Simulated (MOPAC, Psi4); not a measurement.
Two rigid molecules brought together: C2H6O ··· COS (SMILES COC and O=C=S), singlet. Monomers: optimised at B3LYP-D3(BJ) (def2-TZVP), held rigid. Orientation: lowest of the rigid-body minima from ten starts at GFN2-xTB. The monomers approach along the line of their centres of mass (distance R); nothing else relaxes. The table gives interaction energies.

```tsv
R / Å	A	B	C
2.73	12.67	9.71	3.23
2.89	5.55	3.40	-0.14
3.11	0.68	-0.79	-1.77
3.31	-1.10	-2.17	-2.10
3.53	-1.70	-2.45	-2.10
3.70	-1.72	-2.27	-2.04
3.99	-1.43	-1.73	-1.86
4.29	-1.07	-1.20	-1.60
4.80	-0.60	-0.63	-1.07
5.51	-0.27	-0.29	-0.55
6.49	-0.10	-0.11	-0.26
7.84	-0.03	-0.03	-0.10
```

Energies in kcal/mol.

Task: Assign the columns to these levels of theory: B3LYP-D3(BJ)/def2-TZVP, counterpoise-corrected run with Psi4 1.11; PM7, restricted, heats of formation (MOPAC); DF-SCS-MP2/aug-cc-pVDZ, frozen core, counterpoise-corrected run with Psi4 1.11.

Result: A is SCS-MP2/aug-cc-pVDZ; B is B3LYP-D3(BJ)/def2-TZVP; C is PM7.
